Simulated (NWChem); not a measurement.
System: C$_{6}$H$_{10}$; SMILES C(CCCC)#C

NWChem input:

```
start job
memory heap 200 mb stack 900 mb global 1100 mb
geometry units angstroms noautoz
  C      0.863180    -2.514372     0.117005
  C      0.050704    -1.667291    -0.184055
  C     -0.923700    -0.639352    -0.532335
  C     -1.011301     0.507117     0.484368
  C      0.284463     1.286517     0.689463
  C      0.787874     2.015186    -0.547922
  H      1.580243    -3.270312     0.377791
  H     -1.914893    -1.113113    -0.634537
  H     -0.678074    -0.244326    -1.533294
  H     -1.341842     0.092151     1.450657
  H     -1.809128     1.193529     0.151139
  H      0.121436     2.015766     1.500937
  H      1.063192     0.595528     1.055775
  H      1.057545     1.317777    -1.356691
  H      1.688105     2.606719    -0.321788
  H      0.028101     2.708566    -0.945177
end
basis spherical
  * library 3-21g
end
dft
  xc b3lyp
  iterations 150
  mulliken
end
task dft energy
```

NWChem printed, in part:

```
             Northwest Computational Chemistry Package (NWChem) 7.3.0
             --------------------------------------------------------

 C1  symmetry detected

                             Geometry "geometry" -> ""
                             -------------------------

 Output coordinates in angstroms (scale by  1.889725989 to convert to a.u.)

  No.       Tag          Charge          X              Y              Z
 ---- ---------------- ---------- -------------- -------------- --------------
    1 C                    6.0000     0.83335099    -2.51394717     0.21079474
    2 C                    6.0000     0.04654087    -1.66667044    -0.15163121
    3 C                    6.0000    -0.89774634    -0.63828490    -0.57372783
    4 C                    6.0000    -1.03659978     0.52557934     0.41717573
    5 C                    6.0000     0.25064744     1.29972333     0.68592904
    6 C                    6.0000     0.83183845     2.00425679    -0.53117918
    7 H                    1.0000     1.52798975    -3.27014083     0.52588538
    8 H                    1.0000    -1.88472860    -1.10713064    -0.72672452
    9 H                    1.0000    -0.59038887    -0.26168395    -1.56468681
   10 H                    1.0000    -1.42682299     0.12902278     1.36882551
   11 H                    1.0000    -1.80810376     1.21157832     0.02612852
   12 H                    1.0000     0.04547012     2.04350132     1.47432521
   13 H                    1.0000     1.00109694     0.60982748     1.10894014
   14 H                    1.0000     1.14355176     1.29165440    -1.31107771
   15 H                    1.0000     1.72158728     2.59352884    -0.26179247
   16 H                    1.0000     0.10215860     2.69590058    -0.98399100

 Effective nuclear repulsion energy (a.u.)     217.8217507950

                                 NWChem DFT Module
                                 -----------------

 Summary of "ao basis" -> "ao basis" (spherical)
 ------------------------------------------------------------------------------
       Tag                 Description            Shells   Functions and Types
 ---------------- ------------------------------  ------  ---------------------
 C                           3-21g                   5        9   3s2p
 H                           3-21g                   2        2   2s

            General Information
            -------------------
          SCF calculation type: DFT
          Wavefunction type:  closed shell.
          No. of atoms     :    16
          No. of electrons :    46
           Alpha electrons :    23
            Beta electrons :    23
          Charge           :     0
          Spin multiplicity:     1
          Use of symmetry is: off; symmetry adaption is: off
          Maximum number of iterations: 150
          AO basis - number of functions:    74
                     number of shells:    50
          Convergence on energy requested:  1.00D-06
          Convergence on density requested:  1.00D-05
          Convergence on gradient requested:  5.00D-04

              XC Information
              --------------
                         B3LYP Method XC Potential
                     Hartree-Fock (Exact) Exchange  0.200
                        Slater Exchange Functional  0.800 local
                    Becke 1988 Exchange Functional  0.720 non-local
              Lee-Yang-Parr Correlation Functional  0.810
                  VWN I RPA Correlation Functional  0.190 local

             Grid Information
             ----------------
          Grid used for XC integration:  medium
          Radial quadrature: Mura-Knowles
          Angular quadrature: Lebedev.
          Tag              B.-S. Rad. Rad. Pts. Rad. Cut. Ang. Pts.
          ---              ---------- --------- --------- ---------
          C                   0.70       49          12.0       434
          H                   0.35       45          13.0       434
          Grid pruning is: on
          Number of quadrature shells:   744
          Spatial weights used:  Erf1

      Superposition of Atomic Density Guess
      -------------------------------------

 Sum of atomic energies:        -229.74456001

      Non-variational initial energy
      ------------------------------

 Total energy =    -233.691132
 1-e energy   =    -738.161798
 2-e energy   =     286.648915
 HOMO         =      -0.306413
 LUMO         =       0.082434

     ---------------------------------------------
      Total Density - Mulliken Population Analysis
     ---------------------------------------------

    Atom       Charge   Shell Charges
 -----------   ------   -------------------------------------------------------
    1 C    6     6.49   1.99  0.47  1.57  0.92  1.55
    2 C    6     5.94   1.99  0.47  1.49  0.73  1.26
    3 C    6     6.49   1.99  0.38  1.51  1.18  1.43
    4 C    6     6.44   1.99  0.39  1.52  1.11  1.43
    5 C    6     6.49   1.99  0.39  1.54  1.11  1.46
    6 C    6     6.72   1.99  0.40  1.59  1.13  1.62
    7 H    1     0.67   0.38  0.29
    8 H    1     0.73   0.41  0.32
    9 H    1     0.73   0.41  0.32
   10 H    1     0.76   0.42  0.34
   11 H    1     0.76   0.42  0.34
   12 H    1     0.76   0.42  0.34
   13 H    1     0.76   0.42  0.34
   14 H    1     0.76   0.42  0.34
   15 H    1     0.75   0.42  0.34
   16 H    1     0.76   0.42  0.34

   convergence    iter        energy       DeltaE   RMS-Dens  Diis-err
 ---------------- ----- ----------------- --------- --------- ---------
 d= 0,ls=0.0,diis     1   -233.2583143314 -4.51D+02  9.46D-03  5.74D-01
 d= 0,ls=0.0,diis     2   -233.3086666331 -5.04D-02  7.12D-03  1.04D-01
 d= 0,ls=0.0,diis     3   -233.2961532950  1.25D-02  4.47D-03  2.00D-01
 d= 0,ls=0.0,diis     4   -233.3207366175 -2.46D-02  9.28D-04  9.42D-03
 d= 0,ls=0.0,diis     5   -233.3218966071 -1.16D-03  1.55D-04  9.89D-05
  Resetting Diis
 d= 0,ls=0.0,diis     6   -233.3219092719 -1.27D-05  2.66D-05  3.28D-06
 d= 0,ls=0.0,diis     7   -233.3219096682 -3.96D-07  1.63D-05  4.72D-07
 d= 0,ls=0.0,diis     8   -233.3219096432  2.50D-08  8.84D-06  6.78D-07

         Total DFT energy =     -233.321909643195
      One electron energy =     -743.583728469708
           Coulomb energy =      328.557712600529
    Exchange-Corr. energy =      -36.117644569032
 Nuclear repulsion energy =      217.821750795017

 Numeric. integr. density =       46.000004808933

                       DFT Final Molecular Orbital Analysis
                       ------------------------------------

 Vector   21  Occ=2.000000D+00  E=-3.251815D-01
              MO Center=  1.8D-01,  1.3D+00,  2.9D-01, r^2= 3.0D+00
   Bfn.  Coefficient  Atom+Function         Bfn.  Coefficient  Atom+Function
  ----- ------------  ---------------      ----- ------------  ---------------
    68      0.235204  13 H  s                67      0.213176  13 H  s
    40     -0.201416   5 C  py               39      0.199137   5 C  px
    74      0.188755  16 H  s                64      0.170880  11 H  s
    44     -0.167727   5 C  py               43      0.161072   5 C  px
    49      0.152685   6 C  py               73      0.151371  16 H  s

 Vector   22  Occ=2.000000D+00  E=-2.639178D-01
              MO Center=  3.1D-01, -1.8D+00,  3.3D-02, r^2= 2.3D+00
   Bfn.  Coefficient  Atom+Function         Bfn.  Coefficient  Atom+Function
  ----- ------------  ---------------      ----- ------------  ---------------
     5      0.287187   1 C  pz               14      0.267040   2 C  pz
     9      0.264536   1 C  pz               18      0.233146   2 C  pz
     8      0.194944   1 C  py                4      0.193744   1 C  py
    17      0.190341   2 C  py               13      0.178567   2 C  py
    33     -0.120698   4 C  s                31      0.113052   4 C  py

 Vector   23  Occ=2.000000D+00  E=-2.621432D-01
              MO Center=  3.0D-01, -1.9D+00, -5.0D-02, r^2= 2.1D+00
   Bfn.  Coefficient  Atom+Function         Bfn.  Coefficient  Atom+Function
  ----- ------------  ---------------      ----- ------------  ---------------
     3      0.260851   1 C  px                7      0.248266   1 C  px
    12      0.241413   2 C  px               16      0.225344   2 C  px
     5     -0.182118   1 C  pz                9     -0.170286   1 C  pz
     4      0.165724   1 C  py               14     -0.165021   2 C  pz
     8      0.152933   1 C  py               13      0.150268   2 C  py

 Vector   24  Occ=0.000000D+00  E= 6.041546D-02
              MO Center=  8.6D-02, -1.6D+00, -4.0D-02, r^2= 3.8D+00
   Bfn.  Coefficient  Atom+Function         Bfn.  Coefficient  Atom+Function
  ----- ------------  ---------------      ----- ------------  ---------------
    33      0.719302   4 C  s                 9      0.523766   1 C  pz
    17     -0.427000   2 C  py               18     -0.405674   2 C  pz
    64     -0.393502  11 H  s                58     -0.375949   8 H  s
     8      0.304081   1 C  py               60     -0.276188   9 H  s
     5      0.260317   1 C  pz               26     -0.260891   3 C  py

 Vector   25  Occ=0.000000D+00  E= 6.589740D-02
              MO Center=  1.8D-01, -1.8D+00, -1.4D-01, r^2= 2.9D+00
   Bfn.  Coefficient  Atom+Function         Bfn.  Coefficient  Atom+Function
  ----- ------------  ---------------      ----- ------------  ---------------
    60      0.506655   9 H  s                 7      0.469169   1 C  px
    16     -0.469312   2 C  px               58     -0.448019   8 H  s
     9     -0.364157   1 C  pz               18      0.323623   2 C  pz
     8      0.303238   1 C  py               12     -0.256550   2 C  px
    25     -0.254436   3 C  px               17     -0.245556   2 C  py

 Vector   26  Occ=0.000000D+00  E= 1.170110D-01
              MO Center= -9.5D-02,  6.3D-01, -1.6D-01, r^2= 7.1D+00
   Bfn.  Coefficient  Atom+Function         Bfn.  Coefficient  Atom+Function
  ----- ------------  ---------------      ----- ------------  ---------------
    24      1.103290   3 C  s                51      1.105788   6 C  s
    72     -0.684921  15 H  s                42      0.660279   5 C  s
    66     -0.620714  12 H  s                58     -0.604573   8 H  s
    62     -0.555435  10 H  s                60     -0.529312   9 H  s
    70     -0.502961  14 H  s                74     -0.452142  16 H  s

     ---------------------------------------------
      Total Density - Mulliken Population Analysis
     ---------------------------------------------

    Atom       Charge   Shell Charges
 -----------   ------   -------------------------------------------------------
    1 C    6     6.37   1.98  0.42  1.63  0.84  1.49
    2 C    6     5.86   1.99  0.43  1.64  0.67  1.14
    3 C    6     6.52   1.99  0.36  1.69  1.19  1.29
    4 C    6     6.35   1.99  0.36  1.67  1.08  1.25
    5 C    6     6.38   1.99  0.36  1.68  1.08  1.27
    6 C    6     6.55   1.99  0.37  1.68  1.10  1.42
    7 H    1     0.76   0.46  0.30
    8 H    1     0.77   0.46  0.31
    9 H    1     0.77   0.46  0.31
   10 H    1     0.80   0.47  0.33
   11 H    1     0.81   0.47  0.34
   12 H    1     0.81   0.47  0.34
   13 H    1     0.80   0.47  0.33
   14 H    1     0.81   0.47  0.34
   15 H    1     0.81   0.47  0.34
   16 H    1     0.82   0.47  0.35

     -------------------------------------------
      Total Density - Lowdin Population Analysis
     -------------------------------------------

    Atom       Charge   Shell Charges
 -----------   ------   -------------------------------------------------------
    1 C    6     6.20   1.98  0.42  1.54  0.58  1.67
    2 C    6     6.04   1.98  0.43  1.54  0.53  1.56
    3 C    6     6.16   1.97  0.41  1.59  0.55  1.64
    4 C    6     6.15   1.97  0.42  1.58  0.56  1.61
    5 C    6     6.16   1.97  0.42  1.58  0.56  1.63
    6 C    6     6.26   1.97  0.42  1.57  0.58  1.71
    7 H    1     0.86   0.43  0.43
    8 H    1     0.89   0.47  0.42
    9 H    1     0.89   0.47  0.42
   10 H    1     0.91   0.48  0.43
   11 H    1     0.92   0.48  0.44
   12 H    1     0.92   0.48  0.44
   13 H    1     0.91   0.47  0.43
   14 H    1     0.91   0.47  0.44
   15 H    1     0.91   0.47  0.44
   16 H    1     0.92   0.47  0.45

     Multipole analysis of the density
     ---------------------------------

     L   x y z        total         alpha         beta         nuclear
     -   - - -        -----         -----         ----         -------
     0   0 0 0     -0.000000    -23.000000    -23.000000     46.000000

     1   1 0 0     -0.133993     -0.066996     -0.066996      0.000000
     1   0 1 0      0.211364      0.105682      0.105682      0.000000
     1   0 0 1     -0.022286     -0.011143     -0.011143      0.000000

     2   2 0 0    -27.293348    -79.386915    -79.386915    131.480482
     2   1 1 0     -1.442001     -2.296323     -2.296323      3.150645
     2   1 0 1      0.903878      0.253461      0.253461      0.396957
     2   0 2 0    -28.218400   -240.173935   -240.173935    452.129470
     2   0 1 1     -0.634872      1.151397      1.151397     -2.937666
     2   0 0 2    -28.742736    -48.700062    -48.700062     68.657389
```

Level: B3LYP/3-21G. Coordinates come from a PBE0/def2-SVP optimisation.
